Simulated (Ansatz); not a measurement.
Geometry optimisation, RKS PBE-D4/def2-SVP in Ansatz 0.2.0.

The input (input.yaml):

```yaml
crystal:
  periodic: [false, false, false]
  atoms:
    - { symbol: "N", position_ang: [0.5803, 0.8775, -1.2812] }
    - { symbol: Ge, position_ang: [0.1814, -0.3492, 0.0272] }
    - { symbol: F, position_ang: [1.665, -0.8629, 0.74] }
    - { symbol: S, position_ang: [-0.7657, -2.0852, -0.8806] }
    - { symbol: S, position_ang: [-1.1151, 0.54, 1.5717] }
    - { symbol: H, position_ang: [0.9636, 1.7597, -0.8155] }
    - { symbol: H, position_ang: [-0.3682, 1.2409, -1.6518] }
    - { symbol: H, position_ang: [-0.8843, -2.7354, 0.3582] }
    - { symbol: H, position_ang: [-2.17753, -0.40862, 1.36672] }
basis:
  gaussian: { orbitals: def2-SVP }
hamiltonian:
  xc: pbe
  dispersion: d4
relax:
  f_tol: 0.015
  max_steps: 40
```

Run as:

```bash
$ ansatz run input.yaml --threads 2 --pin off --max-ram 3072MiB --backend cpu --events-out ev --progress --plain --runs-dir out
```

Q: Where does it end, and by what steps?

A: The forces met the threshold. After 20 steps the energy has fallen by 0.341 eV; H9 moved furthest, 0.60 Å.

| step | energy less start (eV) | largest force component (eV/Å) | accepted |
| --- | --- | --- | --- |
| 0 | 0.0000 | 1.901 | yes |
| 1 | -0.2304 | 0.934 | yes |
| 2 | -0.2671 | 0.383 | yes |
| 3 | -0.2866 | 0.263 | yes |
| 4 | -0.3134 | 0.161 | yes |
| 5 | -0.3184 | 0.160 | yes |
| 6 | -0.3254 | 0.118 | yes |
| 7 | -0.2858 | 1.070 | no |
| 8 | -0.3303 | 0.100 | yes |
| 9 | -0.3324 | 0.083 | yes |
| 10 | -0.3332 | 0.196 | yes |
| 11 | -0.3376 | 0.036 | yes |
| 12 | -0.3384 | 0.092 | yes |
| 13 | -0.3366 | 0.342 | no |
| 14 | -0.3399 | 0.063 | yes |
| 15 | -0.3405 | 0.093 | yes |
| 16 | -0.3408 | 0.037 | yes |
| 17 | -0.3410 | 0.020 | yes |
| 18 | -0.3411 | 0.017 | yes |
| 19 | -0.3411 | 0.022 | yes |
| 20 | -0.3411 | 0.013 | yes |

```xyz
9
Properties=species:S:1:pos:R:3
N 0.461 0.852 -1.215
Ge 0.200 -0.393 0.099
F 1.790 -0.612 0.810
S -0.545 -2.207 -0.949
S -1.021 0.071 1.929
H 0.845 1.738 -0.867
H -0.382 1.046 -1.768
H -1.102 -2.689 0.197
H -2.167 0.171 1.198
```

Whether the end is a true minimum wasn't checked by a vibrational analysis.

Time of the run: 42 s on 2 threads of Intel(R) Xeon(R) Platinum 8223CL CPU @ 3.00GHz (Skylake/Cascade Lake) (shared host), peak memory 0.18 GiB.
